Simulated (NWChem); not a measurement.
System meant: C₂H₇BClN; SMILES B(Cl)(N)CC

NWChem input:

```
start job
memory heap 200 mb stack 900 mb global 1100 mb
geometry units angstroms noautoz
  B      0.200668     0.146413    -0.002095
  Cl    -0.389404     1.836915    -0.002144
  C     -0.849948    -1.026670    -0.003834
  C     -0.281273    -2.440792     0.006812
  H     -1.506690    -0.878338    -0.880411
  H     -1.519106    -0.870092     0.861741
  H      0.335476    -2.624474     0.902171
  H      0.352345    -2.631251    -0.875334
  H     -1.072833    -3.205904     0.001934
  N      1.578646    -0.049144    -0.000709
  H      2.243597     0.712923     0.000251
  H      1.994367    -0.971188    -0.000156
end
basis spherical
  B library def2-svp
  Cl library def2-svp
  C library def2-svp
  H library def2-svp
  N library def2-svp
end
dft
  odft
  mult 2
  xc b3lyp
  iterations 150
  mulliken
end
task dft energy
```

End of the output:

```
 Summary of "ao basis" -> "" (spherical)
 ------------------------------------------------------------------------------
       Tag                 Description            Shells   Functions and Types
 ---------------- ------------------------------  ------  ---------------------
 B                          def2-svp                 6       14   3s2p1d
 Cl                         def2-svp                 8       18   4s3p1d
 C                          def2-svp                 6       14   3s2p1d
 H                          def2-svp                 3        5   2s1p
 N                          def2-svp                 6       14   3s2p1d

                                 NWChem DFT Module
                                 -----------------

 Summary of "ao basis" -> "ao basis" (spherical)
 ------------------------------------------------------------------------------
       Tag                 Description            Shells   Functions and Types
 ---------------- ------------------------------  ------  ---------------------
 B                          def2-svp                 6       14   3s2p1d
 Cl                         def2-svp                 8       18   4s3p1d
 C                          def2-svp                 6       14   3s2p1d
 H                          def2-svp                 3        5   2s1p
 N                          def2-svp                 6       14   3s2p1d

  number of electrons :                   48
  multiplicity        :                    2
 ------------------------------------------------------------------------
  no. of electrons and multiplicity not compatible                  48
 ------------------------------------------------------------------------
 ------------------------------------------------------------------------
  current input line :
    31: task dft energy
 ------------------------------------------------------------------------
 ------------------------------------------------------------------------
 There is an error in the input file
 ------------------------------------------------------------------------
 For more information see the NWChem manual at https://nwchemgit.github.io

0: no. of electrons and multiplicity not compatible:Received an Error in Communication
```

Task: Can this run be used? If not, why, and what is the fix?

Result: The input was rejected before any calculation. Cause: the multiplicity doesn't fit the number of electrons (an even count wants an odd multiplicity, and the reverse). This input runs:
```
start job
memory heap 200 mb stack 900 mb global 1100 mb
geometry units angstroms noautoz
  B      0.200668     0.146413    -0.002095
  Cl    -0.389404     1.836915    -0.002144
  C     -0.849948    -1.026670    -0.003834
  C     -0.281273    -2.440792     0.006812
  H     -1.506690    -0.878338    -0.880411
  H     -1.519106    -0.870092     0.861741
  H      0.335476    -2.624474     0.902171
  H      0.352345    -2.631251    -0.875334
  H     -1.072833    -3.205904     0.001934
  N      1.578646    -0.049144    -0.000709
  H      2.243597     0.712923     0.000251
  H      1.994367    -0.971188    -0.000156
end
basis spherical
  B library def2-svp
  Cl library def2-svp
  C library def2-svp
  H library def2-svp
  N library def2-svp
end
dft
  xc b3lyp
  iterations 150
  mulliken
end
task dft energy
```
It converges to -620.09292 Ha (B3LYP/def2-SVP).
